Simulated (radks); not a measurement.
Species: Ca. Configuration: [Ar] 4s2.

All-electron calculation, Dirac Kohn-Sham, Slater X-alpha with alpha = 0.736, spin-unpolarised, spherical densities, point nucleus. Program: a radial shooting solver on a logarithmic mesh with Libxc functionals.

Energy parts (eV):
| part | energy |
|---|---|
| total | -18518.088 |
| kinetic | 18681.832 |
| electron-nucleus | -44033.920 |
| Hartree | 7820.539 |
| exchange | -986.538 |

Orbitals (lengths in bohr, moments of r in powers of bohr; <r^-3> diverges for s and p1/2; r(max) is where P^2 peaks):
orbital	occ.	eigenvalue (eV)	<r^-3>	r(max)	<r^4>	<r^2>	small-component weight
1s1/2	2	-3951.433	-	0.05034	0.0001630	0.007956	5.10e-03
2s1/2	2	-415.7604	-	0.3000	0.04390	0.1573	8.57e-04
2p1/2	2	-339.8418	-	0.2444	0.03591	0.1312	8.39e-04
2p3/2	4	-336.1263	185.5	0.2465	0.03688	0.1331	8.31e-04
3s1/2	2	-46.8399	-	0.9896	3.873	1.537	1.68e-04
3p1/2	2	-28.1650	-	1.037	6.301	1.878	1.41e-04
3p3/2	4	-27.7705	19.82	1.043	6.467	1.902	1.39e-04
4s1/2	2	-3.3633	-	3.321	568.7	18.47	1.74e-05

The highest occupied level is 4s1/2 at -3.363 eV. The density falls to 0.001 e/bohr^3 at r = 5.06 bohr. Summed over all electrons, <r^2> = 52.50 bohr^2, which gives a Langevin (diamagnetic) susceptibility term of -41.6 x 10^-6 cm^3/mol.
